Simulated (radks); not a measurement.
Isoelectronic series with 44 electrons, each ion in its NIST ground configuration. All-electron calculation, Dirac Kohn-Sham, PBE, spin-unpolarised, spherical densities, finite nucleus; open shells are shared between the two j in proportion to 2j + 1; Fermi nuclear charge, rms radius of each element as measured or else 0.836 A^(1/3) + 0.57 fm. Program: a radial shooting solver on a logarithmic mesh with Libxc functionals. Total energies (hartree) and mean radii <r> (bohr) (* marks an orbital that is empty in some or all of the ions):

ion    configuration  E (hartree)  5s1/2*   4d5/2
Ru      [Kr] 4d7 5s1  -4531.46481   3.390   1.714
Ag3+        [Kr] 4d8  -5314.70284   2.333   1.254
Sn6+        [Kr] 4d8  -6169.04916   1.835   1.011
I9+         [Kr] 4d8  -7095.26811   1.538  0.8602
Ba12+       [Kr] 4d8   -8094.4800   1.334  0.7536
Pr15+       [Kr] 4d8   -9168.0367   1.181  0.6727
Sm18+       [Kr] 4d8  -10317.4503   1.061  0.6087
Tb21+       [Kr] 4d8  -11544.5475  0.9645  0.5565
Er24+       [Kr] 4d8  -12851.1660  0.8840  0.5130
